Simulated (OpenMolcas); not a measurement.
# Sb I: effect of the level shift or regulariser

```json
{"Program": "OpenMolcas 26.06", "Basis": "ANO-R2 [7s6p4d2f1g]", "Scalar Hamiltonian": "X2C, finite nucleus", "Active space": "3 electrons in 3 orbitals (5p)", "State averaging": "2S+1 = 4 odd, 1 root; 2S+1 = 2 odd, 8 roots", "Spin-orbit coupling": "state interaction with AMFI integrals over the reference wave functions, term energies averaged over their components"}
```

Methods on the same reference wave functions:
A. CASSCF
B. SS-CASPT2, IPEA 0.25 Eh, imaginary shift 0.1 Eh (closed shells correlated: 4d 5s)
C. SS-CASPT2, IPEA 0.25 Eh, real shift 0.2 Eh (closed shells correlated: 4d 5s)

Energies in cm⁻¹ above 5s² 5p³ ⁴S°_3/2, the measured ground level; measured values from NIST Handbook of Basic Atomic Spectroscopic Data.

```csv
Level,A,B,C,Measured
5s² 5p³ ⁴S°_3/2,0.0,0.0,0.0,0.0
5s² 5p³ ²D°_3/2,12496,10170,10220,8512
5s² 5p³ ²D°_5/2,13448,11230,11280,9854
5s² 5p³ ²P°_1/2,22039,18540,18620,16395
5s² 5p³ ²P°_3/2,23355,20040,20110,18464
```

Deviations, from unrounded energies. A percentage is the sum of absolute deviations over the sum of measured energies, with the sign that they share, or ± where signs differ.

| Against measurement | Levels | A | B | C |
| --- | --- | --- | --- | --- |
| mean absolute deviation (cm-1) | 4 | 4500 | 1700 | 1700 |
| other terms of the ground configuration (%) | 4 | +34.0 | +12.7 | +13.1 |

B, C lie about equally close to measurement and A furthest from it. The largest miss of B in the table is 5s² 5p³ ²P°_1/2, by +2100 cm-1. The ranking rests on the paired levels alone, and a cruder setting can come out closer through cancelling errors.

Between B and C the level of the table that moves most is 5s² 5p³ ²P°_1/2, by 77 cm-1 (lowest in B, highest in C). Moves below CASPT2's spread within the term are not significant.

The mean deviations of B to C differ by less than CASPT2's widest spread within a term (150 cm-1), so their order carries little weight.

From A to B the spin-free energies of the other terms of 5s² 5p³ shown, above ⁴S°, scale by factors of 0.82 to 0.84.

The lowest spin-free term lies below A's lowest term by 0.518 hartree in B, 0.517 hartree in C.

Term energies are means over components that CASPT2 splits; among the terms shown or strongly mixed into the levels shown the widest spread is 150 cm-1 (5s² 5p³ ²D°, B). With the s shell closed, the reference lacks s² → p² mixing. Some terms miss by over 15 % even with CASPT2, which points to a basis or an active space too small for the shells correlated (holds for B; C). Measured partners are found by configuration, term and J. A level has none where our copy of the source lacks it or the pairing is in doubt (some pairs that miss far off the trend of their configuration count as doubtful), and it then counts in no deviation. Levels of configurations outside the active space are missing.

° marks odd parity.
